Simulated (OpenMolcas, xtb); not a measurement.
## A ladder of methods for C2H5AlBN (SMILES B[C]1=C[NH][AlH]1)

C2H5AlBN has 10 atoms, charge 0, and is taken as a singlet. SMILES: `B[C]1=C[NH][AlH]1`. Geometry: relaxed at PBE0-D4/def2-TZVP.

Quantity: the dipole moment, in D. The values are calculated.

```json
{"level": "GFN0-xTB", "kind": "semi-empirical", "program": "xtb", "value (D)": "4.28", "CPU time": "under 2 s"}
{"level": "HF/6-31G* (spherical functions)", "kind": "Hartree–Fock", "program": "OpenMolcas", "value (D)": "3.64", "CPU time": "7.7 s"}
{"level": "SVWN5/6-31G* (spherical functions)", "kind": "LDA", "program": "OpenMolcas", "value (D)": "4.26", "CPU time": "20 s"}
{"level": "PBE/6-31G* (spherical functions)", "kind": "GGA", "program": "OpenMolcas", "value (D)": "4.19", "CPU time": "30 s"}
{"level": "M06-L/6-31G* (spherical functions)", "kind": "meta-GGA", "program": "OpenMolcas", "value (D)": "4.22", "CPU time": "41 s"}
{"level": "BHLYP/6-31G* (spherical functions)", "kind": "global hybrid", "program": "OpenMolcas", "value (D)": "3.84", "CPU time": "29 s"}
```

The values span 3.64 to 4.28 D. Magnitudes only. Times are those of the runs behind each value, whatever else they computed, on shared processors of several kinds: orders of magnitude only.
